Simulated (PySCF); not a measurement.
## Atomic charges by several schemes

C₆H₆NO₂P.
SMILES with atom numbers: `[CH3:1][O:2][c:3]1[n:4][cH:5][p:6][cH:7][c:8]1[CH:9]=[O:10]` (hydrogens: H11, H12, H13 on C1; H14 on C5; H15 on C7; H16 on C9)

Cartesian coordinates in Å at the PBE0-D3(BJ)/def2-SVP level; atoms count from 1:
```
atom  x, y, z in Å
C1    -2.0732   -1.1447   -0.9986
O2    -0.8425   -1.1713   -0.3006
C3    -0.1998   -0.0222   -0.1056
N4    -0.7505    1.0873   -0.5685
C5    -0.1737    2.2696   -0.4150
P6     1.3407    2.6719    0.3668
C7     1.7730    1.0530    0.8381
C8     1.0324   -0.0941    0.5919
C9     1.5577   -1.4004    1.0757
O10    2.6004   -1.5110    1.6714
H11   -2.8152   -0.5296   -0.4691
H12   -2.4083   -2.1874   -1.0499
H13   -1.9439   -0.7341   -2.0105
H14   -0.7388    3.1097   -0.8449
H15    2.7109    0.8877    1.3830
H16    0.9194   -2.2842    0.8518
```

Density: PBE0/pcSseg-1 (PySCF); schemes: Mulliken, IAO, Hirshfeld and ESP-fitted. The structure is a single PBE0-D3(BJ)/def2-SVP conformer in the gas phase; no vibrational or solvent corrections.

For which atoms does the sign change between the 4 schemes (beyond +0.03 e in one, beyond −0.03 e in another)?

C5, P6 and C7. Atomic charges aren't observables, and each scheme defines them in its own way.

Do the Mulliken, IAO, Hirshfeld and ESP-fitted schemes agree on where the charge is lowest?

The schemes don't all agree: Mulliken O2 (-0.487); IAO O10 (-0.391); Hirshfeld O10 (-0.218); ESP-fitted C8 (-0.704).

Which atoms carry the highest charge in the Mulliken, IAO, Hirshfeld and ESP-fitted schemes?

All schemes agree: Mulliken C3 (+0.570); IAO C3 (+0.344); Hirshfeld C3 (+0.149); ESP-fitted C3 (+0.955).

Give the atomic charges in each scheme.

In e:

```json
{"atom": "C1", "environment": "methoxy carbon", "Mulliken": "-0.017", "IAO": "-0.206", "Hirshfeld": "-0.032", "ESP-fitted": "-0.316"}
{"atom": "O2", "environment": "aryl ether oxygen", "Mulliken": "-0.487", "IAO": "-0.315", "Hirshfeld": "-0.085", "ESP-fitted": "-0.296"}
{"atom": "C3", "environment": "aromatic carbon bearing oxygen", "Mulliken": "+0.570", "IAO": "+0.344", "Hirshfeld": "+0.149", "ESP-fitted": "+0.955"}
{"atom": "N4", "environment": "pyridine-type nitrogen", "Mulliken": "-0.468", "IAO": "-0.308", "Hirshfeld": "-0.155", "ESP-fitted": "-0.687"}
{"atom": "C5", "environment": "aromatic CH next to a ring nitrogen", "Mulliken": "-0.177", "IAO": "-0.203", "Hirshfeld": "-0.025", "ESP-fitted": "+0.270"}
{"atom": "P6", "environment": "phosphorus bonded to 2 C", "Mulliken": "+0.420", "IAO": "+0.312", "Hirshfeld": "+0.075", "ESP-fitted": "-0.261"}
{"atom": "C7", "environment": "aromatic CH carbon", "Mulliken": "-0.241", "IAO": "-0.311", "Hirshfeld": "-0.078", "ESP-fitted": "+0.237"}
{"atom": "C8", "environment": "substituted aromatic carbon", "Mulliken": "-0.403", "IAO": "-0.109", "Hirshfeld": "-0.040", "ESP-fitted": "-0.704"}
{"atom": "C9", "environment": "aldehyde carbon", "Mulliken": "+0.405", "IAO": "+0.249", "Hirshfeld": "+0.117", "ESP-fitted": "+0.573"}
{"atom": "O10", "environment": "aldehyde oxygen", "Mulliken": "-0.357", "IAO": "-0.391", "Hirshfeld": "-0.218", "ESP-fitted": "-0.462"}
{"atom": "H11", "environment": "methyl hydrogen", "Mulliken": "+0.120", "IAO": "+0.152", "Hirshfeld": "+0.046", "ESP-fitted": "+0.148"}
{"atom": "H12", "environment": "methyl hydrogen", "Mulliken": "+0.135", "IAO": "+0.162", "Hirshfeld": "+0.057", "ESP-fitted": "+0.171"}
{"atom": "H13", "environment": "methyl hydrogen", "Mulliken": "+0.120", "IAO": "+0.152", "Hirshfeld": "+0.046", "ESP-fitted": "+0.148"}
{"atom": "H14", "environment": "aromatic hydrogen", "Mulliken": "+0.144", "IAO": "+0.165", "Hirshfeld": "+0.049", "ESP-fitted": "+0.108"}
{"atom": "H15", "environment": "aromatic hydrogen", "Mulliken": "+0.143", "IAO": "+0.186", "Hirshfeld": "+0.051", "ESP-fitted": "+0.130"}
{"atom": "H16", "environment": "formyl hydrogen", "Mulliken": "+0.093", "IAO": "+0.121", "Hirshfeld": "+0.041", "ESP-fitted": "-0.016"}
```

Mean size of the charges over all atoms: ESP-fitted 0.343 e, Mulliken 0.269 e, IAO 0.230 e, Hirshfeld 0.079 e. Each set sums to the total charge, 0, to within 0.001 e. The ESP scheme fits charges at the nuclei, held to the total charge, to the electrostatic potential on points at 1.4 to 2.0 times the van der Waals radii.

How many electrons does the IAO scheme count on C9?

Z − q = 6 − (+0.249) = 5.751.

Sum the charges by element, for elements with more than one atom.

| element | atoms | Mulliken | IAO | Hirshfeld | ESP-fitted |
| --- | --- | --- | --- | --- | --- |
| C | 6 | +0.137 | -0.237 | +0.092 | +1.016 |
| O | 2 | -0.845 | -0.706 | -0.303 | -0.757 |
| H | 6 | +0.755 | +0.938 | +0.290 | +0.689 |

How closely do the schemes follow one another over all atoms?

Correlation coefficient and root-mean-square difference: IAO with Hirshfeld 0.94, 0.160 e; Mulliken with IAO 0.92, 0.132 e; Mulliken with Hirshfeld 0.90, 0.234 e; Mulliken with ESP-fitted 0.73, 0.292 e; Hirshfeld with ESP-fitted 0.73, 0.363 e; IAO with ESP-fitted 0.60, 0.342 e.
